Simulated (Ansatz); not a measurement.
Gas-phase electronic energies from Ansatz, PBE0-D4/def2-TZVP geometries. CCSD(T)/CBS is the MP2 limit (def2-TZVPP, def2-QZVPP) plus CCSD(T) − MP2 in def2-TZVPP, frozen cores. This one scheme is used for every species. DFT in def2-TZVPP. Each species was taken in one conformer, which may not be the lowest.

Reaction (hydrogenolysis of the Si–N bond): `C=CN([SiH3])[SiH2]Cl` + H₂ → `[SiH3]Cl` + `C=CN[SiH3]`

`C=CN([SiH3])[SiH2]Cl`:

Cartesian coordinates in Å:
```
C 1.008 -1.351 -1.453
C 0.754 -1.018 -0.188
N -0.038 0.050 0.250
Si -0.254 0.319 1.967
Si -0.759 1.043 -0.973
Cl -1.835 2.492 0.008
H 1.639 -2.203 -1.665
H 0.615 -0.811 -2.308
H 1.187 -1.612 0.612
H 0.531 -0.751 2.632
H -1.680 0.209 2.362
H 0.263 1.646 2.382
H 0.264 1.716 -1.804
H -1.696 0.272 -1.821
```

H₂:

```xyz
2

H     0.211   -0.018    0.307
H    -0.211    0.018   -0.307
```

`[SiH3]Cl`:

Cartesian coordinates in Å:
```
Si 0.025 0.067 -0.106
Cl -0.374 -1.012 1.594
H 0.564 1.388 0.290
H -1.236 0.232 -0.866
H 1.020 -0.675 -0.913
```

`C=CN[SiH3]`:

```xyz
11

C    -0.233   -1.932    0.947
C    -0.433   -0.695    0.496
N     0.509    0.136   -0.078
Si    0.179    1.642   -0.859
H     0.735   -2.418    0.883
H    -1.044   -2.483    1.401
H    -1.421   -0.247    0.579
H     1.432   -0.264   -0.150
H     1.470    2.366   -0.959
H    -0.395    1.498   -2.226
H    -0.799    2.398   -0.034
```

```csv
level,ΔE (kJ/mol)
PBE,16.6
r2SCAN,30.2
HF/def2-TZVPP,-0.8
HF/CBS(def2),-0.3
```

(1) What does CCSD(T)/CBS give? (Estimate.)

Largest T1 diagnostic among the species: 0.012.

## Answers

(1) The calculation gave: +38.9 kJ/mol. The listed levels differ from it by -22.3, -8.7, -39.7, -39.2 kJ/mol.

In def2-TZVPP, CCSD(T) changes the Hartree–Fock value by +37.1 kJ/mol (the triples alone add +7.3 kJ/mol) and MP2 by +47.0 kJ/mol. The D4 term adds +24.5 kJ/mol with B3LYP and +13.4 kJ/mol with PBE0; it sums over pairs of atoms, weighted by their polarisabilities, and B3LYP, whose exchange is more repulsive, gets the larger term.

B3LYP here is the variant with VWN-RPA as its local correlation; programs differ in this.
